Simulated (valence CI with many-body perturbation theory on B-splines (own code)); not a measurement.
E1 transitions of Yb⁶⁵⁺

Computed by valence CI with perturbative core correlation (CI+MBPT): three valence electrons over a frozen Dirac-Fock core [He], radial functions for each j: 11 s, 11 p, 10 d, 8 f, 5 g, 2 h, with the one-electron correlation potential Σ1 (screened to all orders), the two-electron term Σ2, the three-electron term Σ3, Breit, model QED; selected single and double excitations, second order for the rest, scaled by the run's own slope (own B-spline code, finite nucleus).

No measured spectrum was set against this ion. As an estimate, large intervals hold to a few tenths of a per cent, small ones and those within an open d or f shell to about a per cent.

Lines 51 to 100 of 576 in falling wavelength, among levels below 13528 eV, chosen from the strongest by gf and those to the six lowest levels. Wavelengths and rates use the calculated energies. Electric multipoles are in the length gauge, E1 and E2 with the static RPA response of the core. Weak lines are less certain than strong ones. Lines between different terms over intervals too small for the method are left out, as are lines whose strength nearly cancels. The highest levels of a list are the least certain.

Levels are named by their leading jj configuration (3d3/2^4 stands for four electrons in 3d with j = 3/2), which in mixed levels can hold well under half, so a name can repeat and another be missing. Letters in brackets count levels of one name in rising energy.

| λ vac (Å) | Upper | Lower | A (s⁻¹) | S (a.u.) |
| --- | --- | --- | --- | --- |
| 72.12 | (2s 2p1/2 4p3/2) J=3/2 [a] | (2s 2p1/2 4s) J=1/2 [a] | 2.01e+11 | 1.49e-01 |
| 72.10 | (2s 2p1/2 4p3/2) J=3/2 [b] | (2s 2p1/2 4s) J=3/2 | 6.92e+10 | 5.12e-02 |
| 71.61 | (2s 2p1/2 2p3/2) J=3/2 [a] | (2s^2 2p3/2) J=3/2 | 9.39e+08 | 6.81e-04 |
| 67.42 | (2p3/2^2 3d5/2) J=5/2 [a] | (2p3/2^2 3p3/2) J=5/2 | 2.24e+10 | 2.03e-02 |
| 66.82 | (2p1/2 2p3/2 3p3/2) J=7/2 | (2s 2p3/2 3p3/2) J=5/2 [b] | 2.14e+10 | 2.52e-02 |
| 64.58 | (2s 2p1/2 4s) J=3/2 | (2s^2 4s) J=1/2 | 5.15e+10 | 2.74e-02 |
| 58.35 | (2s 2p1/2 2p3/2) J=5/2 | (2s^2 2p3/2) J=3/2 | 7.63e+09 | 4.49e-03 |
| 50.27 | (2s 2p1/2^2) J=1/2 | (2s^2 2p1/2) J=1/2 | 2.12e+10 | 2.66e-03 |
| 48.45 | (2p1/2^2 4f7/2) J=7/2 | (2s 2p1/2 4f7/2) J=9/2 | 2.92e+10 | 1.31e-02 |
| 47.88 | (2p1/2^2 2p3/2) J=3/2 | (2s 2p1/2 2p3/2) J=1/2 | 1.29e+10 | 2.79e-03 |
| 44.32 | (2s 2p1/2 2p3/2) J=1/2 | (2s^2 2p3/2) J=3/2 | 1.63e+10 | 1.40e-03 |
| 44.00 | (2s 2p1/2 2p3/2) J=3/2 [b] | (2s^2 2p3/2) J=3/2 | 1.18e+10 | 1.98e-03 |
| 38.01 | (2p1/2^2 2p3/2) J=3/2 | (2s 2p1/2 2p3/2) J=5/2 | 6.98e+10 | 7.56e-03 |
| 33.97 | (2p1/2 2p3/2 3d3/2) J=5/2 [b] | (2p1/2 2p3/2 3p1/2) J=3/2 [b] | 2.23e+11 | 2.59e-02 |
| 33.92 | (2p1/2^2 2p3/2) J=3/2 | (2s 2p1/2 2p3/2) J=3/2 [a] | 1.95e+10 | 1.50e-03 |
| 33.59 | (2s 2p1/2 3d3/2) J=3/2 [b] | (2s 2p1/2 3p1/2) J=1/2 [b] | 2.20e+11 | 1.65e-02 |
| 33.46 | (2p1/2 2p3/2 3d3/2) J=3/2 [b] | (2p1/2 2p3/2 3p1/2) J=3/2 [b] | 2.59e+11 | 1.91e-02 |
| 33.19 | (2s 2p1/2 3d3/2) J=1/2 | (2s 2p1/2 3p1/2) J=1/2 [b] | 3.59e+11 | 1.30e-02 |
| 32.85 | (2s 2p3/2 3d3/2) J=3/2 [b] | (2s 2p3/2 3p1/2) J=3/2 [b] | 1.29e+11 | 9.01e-03 |
| 32.73 | (2s 2p3/2 3d3/2) J=3/2 [b] | (2s 2p3/2 3p1/2) J=1/2 | 1.75e+11 | 1.21e-02 |
| 32.62 | (2p1/2 2p3/2 3d3/2) J=1/2 [b] | (2p1/2 2p3/2 3p1/2) J=3/2 [b] | 3.45e+11 | 1.18e-02 |
| 32.47 | (2s 2p3/2 3d3/2) J=5/2 [a] | (2s 2p3/2 3p1/2) J=5/2 | 2.40e+11 | 2.43e-02 |
| 32.31 | (2s 2p3/2 3d3/2) J=5/2 [a] | (2s 2p3/2 3p1/2) J=3/2 [a] | 2.05e+11 | 2.05e-02 |
| 32.25 | (2p3/2^2 3p3/2) J=5/2 | (2p3/2^2 3s) J=3/2 | 3.16e+11 | 3.14e-02 |
| 32.14 | (2p3/2^2 3d3/2) J=5/2 | (2p3/2^2 3p1/2) J=5/2 | 2.38e+11 | 2.34e-02 |
| 32.14 | (2p3/2^2 3p3/2) J=1/2 | (2p3/2^2 3s) J=3/2 | 6.57e+11 | 2.15e-02 |
| 32.13 | (2p3/2^2 3d3/2) J=3/2 [a] | (2p3/2^2 3p1/2) J=3/2 | 3.57e+11 | 2.34e-02 |
| 32.10 | (2p3/2^2 3d3/2) J=7/2 | (2p3/2^2 3p1/2) J=5/2 | 4.58e+11 | 5.98e-02 |
| 32.10 | (2p1/2 2p3/2 3p3/2) J=3/2 [a] | (2p1/2 2p3/2 3s) J=3/2 [b] | 2.21e+11 | 1.44e-02 |
| 32.05 | (2p3/2^2 3d3/2) J=3/2 [b] | (2p3/2^2 3p1/2) J=1/2 | 4.28e+11 | 2.78e-02 |
| 31.97 | (2p3/2^2 3d3/2) J=5/2 | (2p3/2^2 3p1/2) J=3/2 | 2.13e+11 | 2.06e-02 |
| 31.96 | (2s 2p3/2 3d3/2) J=5/2 [b] | (2s 2p3/2 3p1/2) J=3/2 [b] | 4.30e+11 | 4.16e-02 |
| 31.93 | (2p1/2 2p3/2 3d3/2) J=3/2 [a] | (2p1/2 2p3/2 3p1/2) J=3/2 [a] | 1.70e+11 | 1.09e-02 |
| 31.84 | (2p1/2 2p3/2 3d3/2) J=5/2 [a] | (2p1/2 2p3/2 3p1/2) J=3/2 [a] | 3.57e+11 | 3.41e-02 |
| 31.83 | (2s 2p3/2 3d3/2) J=7/2 | (2s 2p3/2 3p1/2) J=5/2 | 4.32e+11 | 5.50e-02 |
| 31.83 | (2s 2p3/2 3d3/2) J=3/2 [a] | (2s 2p3/2 3p1/2) J=3/2 [a] | 3.75e+11 | 2.39e-02 |
| 31.73 | (2s 2p1/2 3d3/2) J=3/2 [a] | (2s 2p1/2 3p1/2) J=1/2 [a] | 4.33e+11 | 2.73e-02 |
| 31.67 | (2s^2 3d3/2) J=3/2 | (2s^2 3p1/2) J=1/2 | 4.47e+11 | 2.80e-02 |
| 31.66 | (2s 2p3/2 3p3/2) J=3/2 [a] | (2s 2p3/2 3s) J=3/2 [a] | 5.53e+11 | 3.47e-02 |
| 31.64 | (2p3/2^2 3d3/2) J=1/2 | (2p3/2^2 3p1/2) J=3/2 | 4.70e+11 | 1.47e-02 |
| 31.63 | (2p1/2^2 3d3/2) J=3/2 | (2p1/2^2 3p1/2) J=1/2 | 4.35e+11 | 2.72e-02 |
| 31.61 | (2p1/2 2p3/2 3d3/2) J=7/2 | (2p1/2 2p3/2 3p1/2) J=5/2 | 4.43e+11 | 5.52e-02 |
| 31.57 | (2s 2p3/2 3d5/2) J=5/2 [b] | (2p1/2 2p3/2 3s) J=3/2 [a] | 1.79e+11 | 1.67e-02 |
| 31.53 | (2s 2p1/2 3d3/2) J=5/2 | (2s 2p1/2 3p1/2) J=3/2 | 4.38e+11 | 4.06e-02 |
| 31.48 | (2s 2p3/2 3d3/2) J=1/2 [a] | (2s 2p3/2 3p1/2) J=3/2 [a] | 5.07e+11 | 1.56e-02 |
| 31.44 | (2p1/2 2p3/2 3d3/2) J=3/2 [a] | (2p1/2 2p3/2 3p1/2) J=1/2 | 2.56e+11 | 1.57e-02 |
| 31.37 | (2p3/2^2 3p3/2) J=7/2 | (2p3/2^2 3s) J=5/2 | 7.35e+11 | 8.96e-02 |
| 31.35 | (2s 2p1/2 3p3/2) J=3/2 [b] | (2s 2p1/2 3s) J=1/2 [b] | 3.83e+11 | 2.33e-02 |
| 31.35 | (2p3/2^2 3p3/2) J=5/2 | (2p3/2^2 3s) J=5/2 | 3.77e+11 | 3.44e-02 |
| 31.32 | (2p1/2 2p3/2 3p3/2) J=1/2 [a] | (2p1/2 2p3/2 3s) J=1/2 | 4.09e+11 | 1.24e-02 |
